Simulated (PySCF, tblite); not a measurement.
Isomers of C3H10FSi3 (doublet state), one GFN2-xTB conformer each. Single-point energies are computed at B3LYP/pcH-1 (PySCF, gas phase, no added dispersion term), electronic only. GFN2-xTB treats the open shell by occupation alone, and not every SCF solution was tested for stability.

Task: Rank them by B3LYP/pcH-1 energy, lowest first (kcal/mol).
A. `[F:1][C@@H:2]1[SiH:3][CH2:4][SiH2:5][CH2:6][SiH2:7]1` (doublet state) with F1–C2–Si3–C4 -66°, C2–Si3–C4–Si5 -55°, Si3–C4–Si5–C6 55°, C4–Si5–C6–Si7 -56°
B. `[F:1][CH:2]1[SiH2:3][CH2:4][SiH:5][CH2:6][SiH2:7]1` (doublet state) with F1–C2–Si3–C4 179°, C2–Si3–C4–Si5 -54°, Si3–C4–Si5–C6 55°, C4–Si5–C6–Si7 -55°
C. `[F:1][C:2]1[SiH2:3][CH2:4][SiH2:5][CH2:6][SiH2:7]1` (doublet state) with F1–C2–Si3–C4 162°, C2–Si3–C4–Si5 41°, Si3–C4–Si5–C6 -61°, C4–Si5–C6–Si7 61°
D. `[F:1][C@H:2]1[SiH2:3][CH:4][SiH2:5][CH2:6][SiH2:7]1` (doublet state) with F1–C2–Si3–C4 74°, C2–Si3–C4–Si5 41°, Si3–C4–Si5–C6 -43°, C4–Si5–C6–Si7 49°

Result: C (0.0), A (0.4), B (0.5), D (8.6).

Neighbours under 5.0 kcal/mol apart (F[C]1[SiH2]C[SiH2]C[SiH2]1 and F[C@@H]1[SiH]C[SiH2]C[SiH2]1; F[C@@H]1[SiH]C[SiH2]C[SiH2]1 and FC1[SiH2]C[SiH]C[SiH2]1) can change places with a better method, another conformer or zero-point energy. GFN2-xTB itself gives, in the same order: 2.4, 0.5, 0.0, 8.3. GFN2-xTB puts FC1[SiH2]C[SiH]C[SiH2]1 lowest instead; measured from each level's own lowest isomer, the values differ by up to 2.4 kcal/mol (F[C]1[SiH2]C[SiH2]C[SiH2]1: 2.4 against 0.0).

Task: What happens when harmonic zero-point energies from GFN2-xTB frequencies are added?

Result: 
```
                         SMILES  ZPE (kcal/mol)  electronic (kcal/mol)  with ZPE (kcal/mol)
     F[C]1[SiH2]C[SiH2]C[SiH2]1            68.7                    0.0                  0.0
   F[C@@H]1[SiH]C[SiH2]C[SiH2]1            70.8                    0.4                  2.5
        FC1[SiH2]C[SiH]C[SiH2]1            71.0                    0.5                  2.7
F[C@H]1[SiH2][CH][SiH2]C[SiH2]1            68.0                    8.6                  7.9
```

The zero-point energies span 3.0 kcal/mol. The order is unchanged.

Task: As an exercise, what shares would exp(−E/RT) give at 298.15 K from these electronic energies alone (no entropy, no degeneracies)?

Result: RT = 0.592 kcal/mol: F[C]1[SiH2]C[SiH2]C[SiH2]1 50.7 %, F[C@@H]1[SiH]C[SiH2]C[SiH2]1 26.1 %, FC1[SiH2]C[SiH]C[SiH2]1 23.2 %, F[C@H]1[SiH2][CH][SiH2]C[SiH2]1 under 0.1 %.
